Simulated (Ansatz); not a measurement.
C4H10Sb, doublet, at a GFN2-xTB geometry (the spin is typed, not shown lowest) (all electrons, no relativity). Base run: PBE0/STO-3G run with Ansatz (a first-principles code).

The Ansatz input:
Ansatz 0.2 input:
```yaml
crystal:
  periodic: [false, false, false]
  atoms:
    - {symbol: Sb, position_ang: [0.69795184, 0.22099115, 0.17324358]}
    - {symbol: C, position_ang: [-0.97707771, -0.60323738, 1.35141399]}
    - {symbol: C, position_ang: [-1.09839577, -2.10555151, 1.20328085]}
    - {symbol: H, position_ang: [-1.88914187, -0.11172102, 1.01763682]}
    - {symbol: H, position_ang: [-0.81080658, -0.33758433, 2.39354113]}
    - {symbol: H, position_ang: [-0.19955431, -2.60306815, 1.56347303]}
    - {symbol: H, position_ang: [-1.24709769, -2.38339216, 0.16131483]}
    - {symbol: H, position_ang: [-1.94675887, -2.48108930, 1.77591681]}
    - {symbol: C, position_ang: [-0.45619637, 0.14942256, -1.70717713]}
    - {symbol: C, position_ang: [-1.42581751, 1.30631470, -1.82983375]}
    - {symbol: H, position_ang: [-0.98885328, -0.79953306, -1.73200443]}
    - {symbol: H, position_ang: [0.25381004, 0.16122358, -2.53179720]}
    - {symbol: H, position_ang: [-0.89468298, 2.25660190, -1.83508144]}
    - {symbol: H, position_ang: [-2.12972381, 1.31419564, -0.99949967]}
    - {symbol: H, position_ang: [-1.99781017, 1.23212797, -2.75502631]}
basis:
  gaussian:
    orbitals: STO-3G
hamiltonian:
  xc: pbe0
magnetization: {spin_polarized: true, initial_magnetization: 1}
```

Variants of this job, named by their change:

```tsv
change	basis functions	E (Eh)
base	57	-6409.53548
basis = jorge-DZP-DKH; relativity = spin-free X2C	158	-6631.26643
basis = x2c-SVPall; relativity = spin-free X2C; nucleus = Gaussian	142	-6637.87223
basis = ANO-RCC-VDZP; relativity = spin-free X2C	149	-6638.74251
basis = ANO-RCC-VDZP; relativity = none	149	-6281.15962
basis = x2c-SVPall; relativity = spin-free X2C	142	-6638.01258
basis = ANO-RCC-VDZP; relativity = spin-free X2C; nucleus = Gaussian	149	-6638.55513
basis = jorge-DZP-DKH; relativity = none	158	-6407.88744
basis = x2c-SVPall; relativity = none	142	-6322.46146
basis = jorge-DZP-DKH; relativity = spin-free X2C; nucleus = Gaussian	158	-6631.10656
```

Absolute energies of different levels of theory aren't comparable as measures of quality.

Ansatz warned in this series: the basis is contracted for relativity, which the run leaves out.

Basis sets contracted for a relativistic Hamiltonian are a mismatch without it, so the rows without relativity aren't non-relativistic limits. No row has spin-orbit coupling; sets with core potentials leave out the core electrons.
